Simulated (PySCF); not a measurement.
## Mayer bond orders and bond lengths

C₇H₁₆Si₂.
Atom-mapped SMILES: `[CH3:1][CH2:2][CH2:3][SiH2:4][C:5]#[C:6][SiH2:7][CH2:8][CH3:9]` (hydrogens: H10, H11, H12 on C1; H13, H14 on C2; H15, H16 on C3; H17, H18 on Si4; H19, H20 on Si7; H21, H22 on C8; H23, H24, H25 on C9)

Structure used (GFN2-xTB), in Å, numbered top down from 1:
```
atom  x, y, z in Å
C1     4.3591   -0.3777    0.0973
C2     2.9640    0.0634    0.5251
C3     2.6118    1.4492   -0.0083
Si4    0.8537    2.0038    0.4659
C5    -0.3444    0.7953   -0.2639
C6    -1.1192   -0.0005   -0.7484
Si7   -2.3535   -1.1855   -1.4563
C8    -4.0337   -0.8023   -0.6430
C9    -4.0137   -0.9802    0.8710
H10    5.1092    0.3255    0.4550
H11    4.5912   -1.3613    0.5005
H12    4.4268   -0.4269   -0.9880
H13    2.2305   -0.6607    0.1623
H14    2.9080    0.0691    1.6164
H15    3.3415    2.1707    0.3667
H16    2.7135    1.4452   -1.0960
H17    0.5749    3.3357   -0.0871
H18    0.6865    1.9992    1.9262
H19   -2.4376   -0.9821   -2.9086
H20   -1.9276   -2.5571   -1.1446
H21   -4.8063   -1.4461   -1.0682
H22   -4.3250    0.2243   -0.8752
H23   -3.2664   -0.3294    1.3206
H24   -3.7706   -2.0076    1.1353
H25   -4.9837   -0.7398    1.3051
```

Bond orders from the PBE0/pcSseg-1 density (PySCF). One conformer (not necessarily the lowest) at the GFN2-xTB geometry, without solvent, vibrations or thermal averaging.

**Question.** Where do the orders between heavy atoms depart from those drawn in the SMILES?

**Answer.** The largest departure is 0.499, at C5–C6 (drawn triple, 2.501). Drawn double or triple, more than 0.30 short of the drawn order: C5–C6 (2.501).

**Question.** Give the Mayer order of every bond between heavy atoms, beside its length.

**Answer.** 
| bond | drawn as | length (Å) | Mayer order |
| --- | --- | --- | --- |
| C1–C2 | single | 1.524 | 1.065 |
| C2–C3 | single | 1.526 | 1.026 |
| C3–Si4 | single | 1.903 | 0.920 |
| Si4–C5 | single | 1.852 | 0.938 |
| C5–C6 | triple | 1.212 | 2.501 |
| C6–Si7 | single | 1.852 | 0.939 |
| Si7–C8 | single | 1.906 | 0.925 |
| C8–C9 | single | 1.525 | 1.050 |

Bonds between the same two heavy elements. C–C: lowest C2–C3 (1.026, 1.526 Å), highest C5–C6 (2.501, 1.212 Å). C–Si: all 4 within 0.02 of one another (0.920 to 0.939).

**Question.** And the bonds to hydrogen?

**Answer.** C–H: 0.94 to 0.97 (12 bonds); H–Si: 0.94 (4 bonds).

**Question.** Sum the orders of all bonds at each heavy atom with more than one neighbour and set the sums beside the valence in the SMILES.

**Answer.** C1 3.970 (drawn 4), C2 3.986 (drawn 4), C3 3.833 (drawn 4), Si4 3.740 (drawn 4), C5 3.439 (drawn 4), C6 3.440 (drawn 4), Si7 3.741 (drawn 4), C8 3.866 (drawn 4), C9 3.948 (drawn 4). Orders between atoms that aren't bonded are not in these sums.

The Mayer order sums products of elements of PS (density times overlap matrix) between the two atoms' basis functions, so it depends on the basis set.

The run behind these numbers computed NMR shieldings as well. Time: 2.2 min of wall time (grids of density and orbitals included); peak memory 1.1 GiB. Hardware: one thread, Arm Neoverse N1 (aarch64), on a shared host.
